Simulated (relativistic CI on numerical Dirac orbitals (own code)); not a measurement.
# Cr VI: calculation against measurement

Computed by Dirac-Coulomb-Breit CI, orbitals from a KLI potential per configuration, model QED (radiative potential, 1s self-energy scaled to tabulated hydrogen-like ionisation energies), valence Slater integrals scaled by 0.85, P86 correlation energy added to each configuration (own radial code, finite nucleus).

Configuration list (outside the closed core [Ne]): 3s2 3p6 3d, 3s2 3p5 3d2, 3s2 3p6 4s, 3s2 3p6 4p, 3s 3p6 3d2, 3s2 3p6 4d, 3s2 3p6 5s, 3s2 3p6 4f, 3s2 3p6 5p, 3s2 3p6 5d, 3s2 3p6 6s, 3s2 3p6 5f, 3s2 3p6 5g, 3s2 3p6 6p, 3s2 3p6 6d, 3s2 3p5 3d 4s, 3s2 3p6 7s, 3s2 3p6 7p, 3s2 3p5 3d 4p, 3s2 3p5 3d 4d, 3s2 3p5 3d 5s, 3s2 3p5 3d 4f, 3p6 3d3, 3p5 3d4. Double excitations out of closed p, d and f shells are left out; levels of such configurations are missing from the list, as are those of other unlisted configurations, and high levels can miss mixing partners. These lack a partner that the ground configuration has and come out too high: 3s2 3p5 3d 4s, 3s2 3p5 3d 4p, 3s2 3p5 3d 4d, 3s2 3p5 3d 5s, 3s2 3p5 3d 4f.

| Configuration | Term (tabulated) | J | Measured (cm⁻¹) | Computed | Error | Purity (%) |
| --- | --- | --- | --- | --- | --- | --- |
| 3s2 3p6 3d | 2D | 3/2 | 0.0 | 0 | 0 | 100 |
| 3s2 3p6 3d | 2D | 5/2 | 940.0 | 896 | -44 | 100 |
| 3s2 3p6 4s | 2S | 1/2 | 227857.9 | 232366 | 4508 | 99 |
| 3s2 3p6 4p | 2P° | 1/2 | 296573.2 | 301391 | 4818 | 99 |
| 3s2 3p6 4p | 2P° | 3/2 | 298396.7 | 303159 | 4762 | 99 |
| 3s2 3p6 4d | 2D | 3/2 | 402661.7 | 407881 | 5219 | 99 |
| 3s2 3p6 4d | 2D | 5/2 | 402888.6 | 408105 | 5216 | 99 |
| 3s2 3p6 5s | 2S | 1/2 | 461253.0 | 465543 | 4290 | 100 |
| 3s2 3p6 4f | 2F° | 5/2 | 481956.0 | 490759 | 8803 | 84 |
| 3s2 3p6 4f | 2F° | 7/2 | 482517.1 | 491404 | 8887 | 81 |
| 3s2 3p6 5p | 2P° | 1/2 | 487589.5 | 495747 | 8157 | 58 |
| 3s2 3p6 5d | 2D | 3/2 | 534381.7 | 539202 | 4821 | 99 |
| 3s2 3p6 5d | 2D | 5/2 | 534489.7 | 539305 | 4816 | 99 |
| 3s2 3p6 6s | 2S | 1/2 | 562064.1 | 565629 | 3565 | 100 |
| 3s2 3p6 5f | 2F° | 5/2 | 568957.4 | 576132 | 7174 | 98 |
| 3s2 3p6 5f | 2F° | 7/2 | 568993.0 | 576178 | 7185 | 98 |
| 3s2 3p6 5g | 2G | 7/2 | 572272.3 | 577527 | 5255 | 100 |
| 3s2 3p6 5g | 2G | 9/2 | 572274.4 | 577530 | 5255 | 100 |
| 3s2 3p6 6p | 2P° † | 1/2 | 574135.0 | 579429 | 5294 | 90 |
| 3s2 3p6 6p | 2P° † | 3/2 | 575742.0 | 580044 | 4302 | 94 |
| 3s2 3p5 3d 4s | 2P° | 1/2 | 578566.0 | 586535 | 7969 | 89 |
| 3s2 3p5 3d 4s | 2P° | 3/2 | 580697.0 | 589612 | 8915 | 92 |
| 3s2 3p5 3d 4s | 4F° | 7/2 | 584371.0 | 592342 | 7971 | 96 |
| 3s2 3p5 3d 4s | 4F° | 5/2 | 586273.0 | 594281 | 8008 | 95 |
| 3s2 3p5 3d 4s | 2F° | 7/2 | 591137.0 | 598957 | 7820 | 97 |
| 3s2 3p5 3d 4s | 2F° | 5/2 | 594926.0 | 602839 | 7913 | 93 |
| 3s2 3p5 3d 4s | 4D° | 7/2 | 607615.0 | 615128 | 7513 | 85 |
| 3s2 3p5 3d 4s | 4D° | 5/2 | 608631.0 | 616562 | 7931 | 80 |
| 3s2 3p5 3d 4s | 4D° | 3/2 | 609166.0 | 617304 | 8138 | 82 |
| 3s2 3p5 3d 4s | 2D° | 5/2 | 610497.0 | 619180 | 8683 | 77 |
| 3s2 3p5 3d 4s | 2D° | 3/2 | 611568.0 | 620475 | 8907 | 82 |
| 3s2 3p5 3d 4s | 2F° | 7/2 | 616079.0 | 623551 | 7472 | 84 |
| 3s2 3p5 3d 4s | 2D° † | 5/2 | 618491.0 | 626578 | 8087 | 78 |
| 3s2 3p5 3d 4s | 2D° † | 3/2 | 619419.0 | 625896 | 6477 | 98 |

Measured levels from Sugar and Corliss, J. Phys. Chem. Ref. Data 6, 317 (1977); pairs were made by configuration, J and term (by order where the table uses no LS term), so strongly mixed levels may be paired wrongly.

Mean error by configuration (cm⁻¹): 3s2 3p6 3d -44; 3s2 3p6 4s 4508; 3s2 3p6 4p 4790; 3s2 3p6 4d 5218; 3s2 3p6 5s 4290; 3s2 3p6 4f 8845; 3s2 3p6 5p 8157; 3s2 3p6 5d 4818; 3s2 3p6 6s 3565; 3s2 3p6 5f 7179; 3s2 3p6 5g 5255; 3s2 3p5 3d 4s 8103. Over the excited levels the mean absolute error is 6552 cm⁻¹ (33 of the 51 excited levels that our extract of the source holds in range could be paired, and the others can miss by more), and the median relative error of those above 1,000 cm⁻¹ is 1.3 %. † marks terms whose computed intervals miss the measured ones by more than a factor of 2.5, or configurations far off the rest, from wrong mixing, a near crossing or a doubtful label or measurement; they are left out of the means.
